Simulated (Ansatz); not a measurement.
Geometry optimisation, Ansatz, RKS PBE/def2-SVP.

Input:

```yaml
crystal:
  periodic: [false, false, false]
  atoms:
    - { symbol: C, position_ang: [-0.14393, -0.05857, -0.08534] }
    - { symbol: Se, position_ang: [1.158, 0.47182, 0.68665] }
    - { symbol: H, position_ang: [-1.01407, -0.41325, -0.60131] }
total_charge: 1
basis:
  gaussian: { orbitals: def2-SVP }
hamiltonian:
  xc: pbe
relax:
  f_tol: 0.02
  max_steps: 40
scf:
  lower_state_search: "off"
output:
  orbitals: {}
```

Command:

```bash
$ ansatz run input.yaml --threads 1 --pin off --max-ram 2048MiB --backend cpu --events-out ev --progress --plain --runs-dir out
```

Problem. Where does it end, and by what steps?

Solution. It converged. Limits of this set-up: the dipole of an ion depends on the origin. After 2 steps the energy has fallen by 0.033 eV; H3 moved furthest, 0.03 Å.

```json
{"step": "0", "energy less start (eV)": "0.0000", "largest force component (eV/Å)": "1.014", "accepted": "yes"}
{"step": "1", "energy less start (eV)": "-0.0302", "largest force component (eV/Å)": "0.322", "accepted": "yes"}
{"step": "2", "energy less start (eV)": "-0.0329", "largest force component (eV/Å)": "0.014", "accepted": "yes"}
```

```xyz
3
Properties=species:S:1:pos:R:3
C -0.141 -0.057 -0.084
Se 1.179 0.480 0.699
H -1.038 -0.423 -0.615
```

Whether the end is a true minimum wasn't checked by a vibrational analysis.

Run time: 8.3 s on 1 CPU thread of a shared host.
